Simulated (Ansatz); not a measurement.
Stepwise reaction of `FB(O[SiH3])O[SiH3]` with hydrogen fluoride, as a gas-phase model of exchange steps in deposition or etching. ΔE in kJ/mol; ΔG adds harmonic PBE0-D4 terms to CCSD(T)/CBS, at 1 bar.

Program: Ansatz. Geometries: PBE0-D4/def2-TZVP. ΔE: electronic, gas phase. CCSD(T)/CBS is the MP2 limit (def2-TZVPP, def2-QZVPP) plus CCSD(T) − MP2 in def2-TZVPP, frozen cores. This one scheme is used for every species. DFT in def2-TZVPP. B3LYP here is the variant with VWN-RPA as its local correlation; programs differ in this. Each species was taken in one conformer, which may not be the lowest.

```tsv
step	reaction	PBE-D4	B3LYP-D4	ωB97M-V	CCSD(T)/CBS	ΔG(600 K)
1	`FB(O[SiH3])O[SiH3]` + H–F → `FB(F)O[SiH3]` + `O[SiH3]`	-14.2	-12.2	-14.3	-8.6	-20.6
2	`FB(F)O[SiH3]` + H–F → `FB(F)F` + `O[SiH3]`	-9.4	-7.1	-8.8	-4.0	-0.6
```

(1) By hand: ΔE of the 2 steps together at CCSD(T)/CBS.

Results:

(1) (-8.6) + (-4.0) = -12.6 kJ/mol, or -6.3 kJ/mol a step.

In ΔE the steps differ by no more than 4.6 kJ/mol. ΔG lies between -20.6 and -0.6 kJ/mol a step. PBE-D4 differs from CCSD(T)/CBS by -5.6 to -5.4 kJ/mol a step. Only this route is followed, and other bonds may react first. Isolated molecules leave out the surface, adducts and barriers. Largest T1 diagnostic: 0.012.
